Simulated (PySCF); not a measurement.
WSCl3, SMILES [S]=[W+]([Cl])([Cl])[Cl], charge +1, multiplicity 1. Geometry optimised at B3LYP-D3(BJ)/def2-SVP. The multiplicity is an assumed one; other spin states were not compared. The isomer is the one that the SMILES or the coordinates give; other isomers of the formula were not compared. The def2 effective core potentials stand for the cores of W; spin–orbit coupling is left out.

**Question.** Give the equilibrium geometry at B3LYP-D3(BJ)/def2-SVP (PySCF confirms it by a frequency run) as a Z-matrix, and its point group. (An estimate is asked for; the answer gives what the named calculation found.)

**Answer.** point group C3v.
```
W
S 1 2.0912
Cl 1 2.2156 2 106.88
Cl 1 2.2156 2 106.88 3 120.00
Cl 1 2.2156 2 106.88 4 120.00
```
Charge +1, spin multiplicity 1.
